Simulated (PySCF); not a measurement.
The multiplicity is imposed and other spin states were not computed.

## [Zr(F)3(NH2)] (charge 0, multiplicity 1)

The numbers are results of TPSSh-D3(BJ)/def2-TZVP // TPSS-D3(BJ)/def2-SVP run with PySCF 2.14.0, not measurements.

The HOMO is -7.35 eV and the dipole moment is 2.48 D. The HOMO–LUMO gap comes out as 5.71 eV, the LUMO is -1.63 eV and the charge on the central atom (Mulliken) comes out as 1.78 e. The total energy is -402.9862 Ha and the cost is around 3 core-minutes (rough).

```xyz
7

Zr     0.1129    -0.0101    -0.0404
F     -0.4726     1.7336     0.4982
F      0.5857    -0.1677    -1.8942
F     -1.2594    -1.3156     0.2845
N      1.7445    -0.4739     1.0795
H      2.0435     0.0055     1.9356
H      2.3891    -1.2544     0.9145
```
Charge 0, spin multiplicity 1.
